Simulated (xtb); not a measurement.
Ta(O)(Cl)2(Me) (CH₃Cl₂OTa), SMILES [CH3][Ta](=[O])([Cl])[Cl], multiplicity 1. All values are semi-empirical tight-binding results from xtb (GFN2-xTB unless named), good for trends rather than for accurate numbers. Coordinates come from a GFN2-xTB optimisation. The multiplicity is an assumed one; no other spin state was optimised. The structure was generated by enumeration; whether it is a known compound was not checked.

Optimised geometry:

```xyz
8

Ta     0.1406    -0.1347     0.0000
O      1.5781    -1.0363     0.0000
Cl    -0.2917     1.0546    -1.8154
Cl    -0.2917     1.0546     1.8154
C     -1.3557    -1.8706     0.0000
H     -1.2258    -2.5053    -0.8764
H     -2.3825    -1.4977     0.0000
H     -1.2258    -2.5053     0.8764
```
Charge 0, spin multiplicity 1.

For metal compounds this method's bond lengths and energies can be far off.

| Quantity | Value |
|---|---|
| point group as xtb finds it | Cs |
| orbital gap | 2.89 eV |
| zero-point energy | 24.3 kcal/mol |
| G − E(el) at 298.15 K (modified RRHO) | 1.5 kcal/mol |

Computed atomic charges and the Wiberg bond orders between heavy atoms:
charges (e) Ta1 0.93, O2 -0.50, Cl3 -0.24, Cl4 -0.24, C5 -0.21, H6 0.09, H7 0.08, H8 0.09. Bond orders Ta1–O2 2.16, Ta1–Cl3 1.16, Ta1–Cl4 1.16, Ta1–C5 0.95.
